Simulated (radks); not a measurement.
Cr5+, configuration [Ar] 3d1. Method: scalar-relativistic Kohn-Sham, BLYP, spin-unpolarised, spherical densities, point nucleus; computed with a radial shooting solver on a logarithmic mesh with Libxc functionals.

Normalised radial functions P(r) = r R(r), r in bohr:

r             2p      3d
0.00424   0.0079  0.0000
0.005348  0.0123  0.0000
0.006798  0.0192  0.0000
0.008573  0.0297  0.0001
0.01081   0.0455  0.0002
0.01374   0.0705  0.0003
0.01733   0.1067  0.0006
0.02186   0.1600  0.0012
0.02779   0.2400  0.0023
0.03505   0.3493  0.0043
0.0442    0.4981  0.0081
0.05618   0.7001  0.0152
0.07085   0.9419  0.0274
0.08936   1.2184  0.0483
0.1136    1.5117  0.0843
0.1433    1.7539  0.1395
0.1807    1.8933  0.2218
0.2297    1.8679  0.3414
0.2896    1.6533  0.4904
0.3653    1.2844  0.6620
0.4643    0.8365  0.8377
0.5856    0.4541  0.9693
0.7385    0.1945  1.0204
0.9388    0.0594  0.9574
1.184     0.0130  0.7913
1.493     0.0018  0.5636
1.898     0.0001  0.3283
2.394     0.0000  0.1548
3.019     0.0000  0.0534

2p: eigenvalue -649.51 eV, 0 radial nodes, <r> = 0.260 bohr, 90 % of the charge inside 0.426 bohr. 3d: eigenvalue -79.077 eV, 0 radial nodes, <r> = 0.956 bohr, 90 % of the charge inside 1.54 bohr.
